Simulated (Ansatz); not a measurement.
`[SiH3][GaH][SH]` + `OB[SiH3]` → `[SiH3]BO[SiH3]` + `[SH][GaH2]`  (cleavage of the Si–Ga bond)

Gas-phase electronic energies from Ansatz, PBE0-D4/def2-TZVP geometries. CBS: MP2 limit from def2 TZ/QZ plus the TZ coupled-cluster correction, frozen cores. DFT in def2-TZVPP. HSE06 is defined as in plane-wave codes. For Ga outer-core shells are correlated without core-valence functions, which leaves a few kJ/mol of doubt a bond. Scalar relativity is left out up to krypton. One conformer a species, not always the lowest.

| level | ΔE (eV) |
| --- | --- |
| LDA (SPW92) | -0.40 |
| r2SCAN-D4 | -0.55 |
| ωB97X-V | -0.61 |
| PBE | -0.36 |
| HSE06 | -0.44 |
| HF/def2-TZVPP | -0.88 |
| SCS-MP2/def2-TZVPP | -0.71 |
| SCS-MP2/def2-QZVPP | -0.72 |

(1) What does CCSD(T)/CBS give? (Best estimate.)

(2) What do rigid-rotor, harmonic-oscillator terms from PBE0-D4/def2-TZVP frequencies (298.15 K, 1 bar) make of the CCSD(T)/CBS value? (An estimate is asked.)

Largest T1 diagnostic among the species: 0.014.

## Answers

(1) Computed: -0.59 eV. The listed levels differ from it by 0.19, 0.04, -0.02, 0.23, 0.15, -0.29, -0.12, -0.13 eV.

(2) The calculation gave: ΔZPE = -0.08 eV, ΔH = -0.68 eV, ΔS = -8 J/(mol·K), ΔG = -0.66 eV. Modes under 50 cm⁻¹ make the entropy rough.

Leaving LDA and LC-ωPBE aside and taking each functional with its dispersion term where it has one, the values, not all of them listed here, spread over 0.33 eV, from BHLYP-D4 to PBE-D4. LDA lies −0.04 eV from PBE without D4. From PBE to PBE0 (25 % exact exchange), in def2-TZVPP and without D4, ΔE moves by −0.08 eV.
